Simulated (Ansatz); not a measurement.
```xyz
9

O     1.3383    1.0542   -1.2107
P    -0.2829    0.6915   -1.1862
Si   -0.2775   -0.9066    0.4115
Se    0.0065    0.0483    2.4624
H     1.4510    2.0070   -1.1733
H    -0.3083   -0.2615   -2.2471
H    -1.5721   -1.6353    0.3146
H     0.8574   -1.8572    0.2924
H    -1.2124    0.8595    2.3364
```

Total charge 0; spin multiplicity 1.

(1) List the PBE/def2-TZVPP orbital energies in eV (the Gaussian-basis code of Ansatz). (Estimate.)

Answers

(1) Ansatz gave: Occupied: -12302.27, -2076.89, -1780.18, -1562.26, -1403.05, -1403.02, -1402.96, -510.92, -205.26, -172.10, -150.60, -150.50, -150.32, -137.88, -123.63, -123.53, -123.44, -94.65, -94.59, -94.58, -53.71, -53.69, -53.54, -53.47, -53.45, -25.80, -17.66, -15.98, -12.92, -11.85, -10.25, -9.86, -9.38, -8.59, -7.97, -7.07, -6.17, -5.76. Lowest empty: -1.68, -0.83, -0.80, -0.30, -0.01, 0.78, 0.87, 1.39.
